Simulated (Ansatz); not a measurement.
`CO[SiH2][SiH2]Cl` + H₂ → `[SiH3]Cl` + `CO[SiH3]` at 400 K and 1 bar (hydrogenolysis of the Si–Si bond).

Gas-phase electronic energies from Ansatz, PBE0-D4/def2-TZVP geometries. CCSD(T)/CBS is the MP2 limit (def2-TZVPP, def2-QZVPP) plus CCSD(T) − MP2 in def2-TZVPP, frozen cores. This one scheme is used for every species. One conformer a species, not always the lowest.

```tsv
species	CCSD(T)/CBS energy (Eh)	H − E (kJ/mol)	S (J/(mol·K))
`CO[SiH2][SiH2]Cl`	-1155.44170	245.2	437.4
H₂	-1.17544	38.0	139.0
`[SiH3]Cl`	-750.69636	85.8	267.3
`CO[SiH3]`	-405.93001	201.0	323.1
```

H − E and S are ideal-gas, rigid-rotor, harmonic terms from PBE0-D4/def2-TZVP, for one conformer and one mirror image of each species. The MP2-based limit puts H₂ 0.8 mEh under its directly extrapolated value; such offsets cancel only in part. 1 Eh = 2625.50 kJ/mol, R = 8.31446 J/(mol·K).

By hand: ΔE, ΔH, ΔS and ΔG.

ΔE = (-750.69636) + (-405.93001) − (-1155.44170) − (-1.17544) = -0.00923 Eh = -24.2 kJ/mol. Δ(H − E) = 85.8 + 201.0 − 245.2 − 38.0 = 3.6, so ΔH = -20.6 kJ/mol. ΔS = 267.3 + 323.1 − 437.4 − 139.0 = 14.0 J/(mol·K). ΔG = -20.6 − 400 × (14.0)/1000 = -26.2 kJ/mol.

By hand: the equilibrium constant, and the temperature at which ΔG would vanish if ΔH and ΔS stayed fixed.

log₁₀ K = −ΔG/(RT ln 10) = 3.4. ΔH and −TΔS have one sign here, so there is no such temperature.

The number of gas molecules stays the same, so ΔS is small and ΔH decides. A doubt of 5 kJ/mol in ΔE shifts log₁₀ K by 0.7 here. Other conformers and mirror images would add mixing entropy, several J/(mol·K) or more a flexible species. Modes under 60 cm⁻¹, often nearly free rotors, make the harmonic entropy too high. These are equilibria of isolated gas molecules and say nothing of rates. Largest T1 diagnostic: 0.011 (customary marks: 0.02 for closed shells, 0.045 for open ones).
